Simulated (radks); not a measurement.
The numbers below are computed, except where a source is named.
The praseodymium ion Pr4+, configuration [Xe] 4f1. Code: a radial shooting solver on a logarithmic mesh with Libxc functionals. Model: scalar-relativistic Kohn-Sham, B86b exchange with PBE correlation, spin-unpolarised, spherical densities, finite nucleus; Fermi nuclear charge, rms radius 4.8919 fm.

Normalised radial functions P(r) = r R(r), r in bohr:

```
   r/bohr * 4d, o 5p (the largest magnitude, 1.27, reaches the edge; | marks zero, & curves that meet)
 0.002935                             &
 0.003883                             &
 0.005138                             &
 0.006744                             &
 0.008923                             *o
  0.01171                             *o
   0.0155                             * o
  0.02034                             * o
  0.02691                             |* o
  0.03533                             | * o
  0.04674                             |  * o
  0.06135                             |    o*
  0.08118                             |  o     *
   0.1066                             o            *
    0.141                         o   |               *
   0.1865                      o      |              *
   0.2448                        o    |        *
    0.324                         *   |o
   0.4252           *                 |        o
   0.5626  *                          |         o
   0.7385   *                         | o
   0.9771           *       o         |
    1.283          o         *        |
    1.697           o              *  |
    2.228                 o          *|
    2.947                        o    *
    3.869                            o*
    5.119                             &
```

4d: eigenvalue -161.05 eV, 1 radial node at r = 0.300 bohr, <r> = 0.716 bohr, 90 % of the charge inside 1.07 bohr. 5p: eigenvalue -61.359 eV, 3 radial nodes at r = 0.105, 0.310, 0.780 bohr, <r> = 1.61 bohr, 90 % of the charge inside 2.31 bohr.
